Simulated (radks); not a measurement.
Results of a calculation; reference values are marked as such.
Question: Er XLI, 28 electrons, occupied as [Ar] 3d8 4s2 (not the ground configuration). Level of theory: Dirac Kohn-Sham, PBEsol, spin-unpolarised, spherical densities, point nucleus; open shells are shared between the two j in proportion to 2j + 1 (a radial shooting solver on a logarithmic mesh with Libxc functionals). Some entries of the table are withheld. Estimate them.

orbital,occ.,eigenvalue (hartree),<r^2> (bohr^2)
1s1/2,2,(1),0.0005680
2s1/2,2,-424.7318,0.008722
2p1/2,2,-408.3540,0.006287
2p3/2,4,-374.4775,0.007487
3s1/2,2,(2),0.05473
3p1/2,2,(3),0.05019
3p3/2,4,(4),0.05610
3d3/2,3.2,(5),0.04314
3d5/2,4.8,(6),0.04473
4s1/2,2,-70.64125,0.2118
4p1/2,0,-67.69774,(7)
4p3/2,0,-65.13512,(8)
5s1/2,0,-41.84878,0.5862

Answer: 
(1) 1s1/2 eigenvalue (hartree): -2177.877
(2) 3s1/2 eigenvalue (hartree): -144.9930
(3) 3p1/2 eigenvalue (hartree): -138.0624
(4) 3p3/2 eigenvalue (hartree): -130.4405
(5) 3d3/2 eigenvalue (hartree): -119.0783
(6) 3d5/2 eigenvalue (hartree): -117.3642
(7) 4p1/2 <r^2> (bohr^2): 0.2091
(8) 4p3/2 <r^2> (bohr^2): 0.2261
